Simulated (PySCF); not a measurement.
GaH6N3, SMILES [NH2][Ga]([NH2])[NH2]. Atoms are numbered in the order given.

```xyz
10

Ga     0.0044    -0.0009     0.0000
N     -0.0603    -0.9075    -1.5776
H      0.1476    -1.8970    -1.6276
H      0.1665    -0.4531    -2.4534
N      0.0665     1.8214     0.0000
H     -0.1929     2.3416     0.8297
H     -0.1929     2.3416    -0.8297
N     -0.0603    -0.9075     1.5776
H      0.1665    -0.4531     2.4534
H      0.1476    -1.8970     1.6276
```
Charge 0, spin multiplicity 1.

The structure is a stationary point at PBE0-D3(BJ)/def2-SVP. The structure was generated by enumeration; whether it is a known compound was not checked. The values are those of a single conformer.

Calculation: PBE0-D3(BJ)/def2-SVP in PySCF 2.14.0.

Frequencies are harmonic and unscaled.

Computed vibrational spectrum:
```tsv
mode	ν (cm⁻¹)	IR (km/mol)	moving atoms (share of kinetic energy)
1	134	23.1	H 86 %, N 12 %
2	169	6.4	N 57 %, H 28 %, Ga 14 %
3	171	0.3	N 48 %, H 40 %, Ga 12 %
4	195	26.4	N 54 %, Ga 40 %
5	212	45.4	H 80 %, N 19 %
6	273	344.6	H 88 %, N 12 %
7	299	3.3	H 96 %
8	300	142.0	H 90 %, N 10 %
9	315	21.1	H 85 %, N 15 %
10	664	0.2	N 85 %, H 15 %
11	672	0.2	H 89 %, N 11 %
12	721	51.1	N 63 %, Ga 21 %, H 16 %
13	724	53.5	N 63 %, Ga 21 %, H 16 %
14	786	101.2	H 76 %, N 18 %
15	791	95.6	H 77 %, N 18 %
16	1526	33.5	H 90 %, N 10 %
17	1531	41.1	H 90 %, N 10 %
18	1544	0.6	H 91 %, N 9 %
19	3616	14.7	H 96 %
20	3623	24.0	H 96 %
21	3624	8.1	H 96 %
22	3717	20.4	H 91 %, N 9 %
23	3726	31.6	H 91 %, N 9 %
24	3727	9.9	H 91 %, N 9 %
```
